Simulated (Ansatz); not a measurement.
Consider the ligand exchange at the Al–S bond: `[SH][Al]([SH])[SH]` + silanol → `[SiH3][O][Al]([SH])[SH]` + H₂S.

Isolated molecules relaxed with PBE0-D4/def2-TZVP in Ansatz; ΔE leaves out vibrations. CCSD(T)/CBS adds triple-zeta CCSD(T) − MP2 to the extrapolated MP2 energy (def2 sets, frozen cores). This one scheme is used for every species. DFT in def2-TZVPP. B3LYP here is the variant with VWN-RPA as its local correlation; programs differ in this. Each species was taken in one conformer, which may not be the lowest.

CCSD(T)/CBS gives -0.50 eV.

Problem. Another level gave -0.54 eV. Which?
A. PBE0-D4/def2-TZVPP
B. r2SCANh-D4/def2-TZVPP
C. BHLYP/def2-TZVPP
D. B3LYP-D4/def2-TZVPP

Solution. D. B3LYP-D4 -0.54, BHLYP -0.59, PBE0-D4 -0.40, r2SCANh-D4 -0.48 eV.

Largest T1 diagnostic among the species: 0.012.

From BLYP to BHLYP (50 % exact exchange), in def2-TZVPP and without D4, ΔE moves by −0.07 eV. In def2-TZVPP, CCSD(T) changes the Hartree–Fock value by +0.12 eV (the triples alone add +0.03 eV) and MP2 by +0.15 eV. Leaving LDA and LC-ωPBE aside and taking each functional with its dispersion term where it has one, the values, not all of them listed here, spread over 0.24 eV, from CAM-B3LYP-D4 to revPBE-D4.
